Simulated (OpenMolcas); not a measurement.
Computed levels of 5d⁵ in ions with 73 electrons, in cm-1 above ⁶S_5/2.

```json
{
 "Program": "OpenMolcas",
 "Method": "MS-RASPT2, IPEA 0.25 Eh, imaginary shift 0.1 Eh",
 "Basis": "ANO-RCC-VQZP",
 "Scalar Hamiltonian": "DKH2, point nucleus",
 "Spin-orbit coupling": "RASSI with atomic mean-field integrals over the reference wave functions, term energies averaged over their components"
}
```

Active space for each ion: 11 electrons in 8 orbitals (RAS1 5p, at most 2 holes; RAS2 5d); closed shells correlated by CASPT2: 5s.

| Level | Os3+ | Pt5+ | Au6+ |
| --- | --- | --- | --- |
| ⁴G_7/2 | 21100 | 25570 | 27650 |
| ⁴G_11/2 | 22130 | 27150 | 29560 |
| ⁴G_9/2 | 22910 | 28510 | 31280 |
| ⁴P_1/2 | 24600 | 30670 | 33610 |
| ⁴D_7/2 | 27190 | 34600 | 38350 |
| ⁴D_1/2 | 30820 | 40050 | 44940 |
| ²I_11/2 | 32140 | 40250 | 44580 |
| ⁴F_3/2 | 34870 | 43640 | 48240 |
| ²I_13/2 | 35090 | 44450 | 49460 |

Problem. Estimate ⁴G_7/2, ⁴G_11/2 for Ir4+ from its neighbours Os3+ and Pt5+.

Solution. ⁴G_7/2 is another term, which grows about linearly with the charge: (21100 + 25570) / 2 = 23335. The calculation gives 23440, so the estimate is off by -0.4 %.
⁴G_11/2 is another term, which grows about linearly with the charge: (22130 + 27150) / 2 = 24640. The calculation gives 24730, so the estimate is off by -0.4 %.

Mixed levels, with the weight of the term that names them: Os3+ ⁴G_7/2 (68 %), Os3+ ⁴P_1/2 (60 %), Os3+ ⁴D_7/2 (70 %), Os3+ ⁴D_1/2 (65 %), Os3+ ⁴F_3/2 (52 %), Ir4+ ⁴G_7/2 (64 %), Ir4+ ⁴P_1/2 (60 %), Ir4+ ⁴D_7/2 (66 %), Ir4+ ⁴D_1/2 (65 %), Ir4+ ²I_11/2 (73 %), Ir4+ ⁴F_3/2 (54 %), Pt5+ ⁴G_7/2 (61 %), Pt5+ ⁴G_11/2 (75 %), Pt5+ ⁴P_1/2 (59 %), Pt5+ ⁴D_7/2 (60 %), Pt5+ ⁴D_1/2 (66 %), Pt5+ ²I_11/2 (71 %), Pt5+ ⁴F_3/2 (55 %), Au6+ ⁴G_7/2 (57 %), Au6+ ⁴G_11/2 (70 %), Au6+ ⁴P_1/2 (59 %), Au6+ ⁴D_7/2 (53 %), Au6+ ⁴D_1/2 (67 %), Au6+ ²I_11/2 (68 %), Au6+ ⁴F_3/2 (52 %).

CASPT2 breaks the degeneracy within a term, and the mean is taken; among the terms shown or strongly mixed into the levels shown the widest spread is 650 cm-1 (5d⁵ ⁴F, Au6+). Blocks of more than 70 roots (2S+1 = 2 even) ran without multistate coupling. Active for correlation alone: 5p; no level in the range computed is led by a configuration that opens it, so any true level of that kind is missing. The CASPT2 spread within a term exceeds the gap to the next term for 5d⁵ ²D(1) and 5d⁵ ⁴F, so the order of their levels is uncertain, and so are names and mixing where such terms share a J (holds for Ir4+; Pt5+; Au6+). Levels of configurations outside the active space are missing.

A number in round brackets counts repeated terms of one configuration in the order of the reference energies.
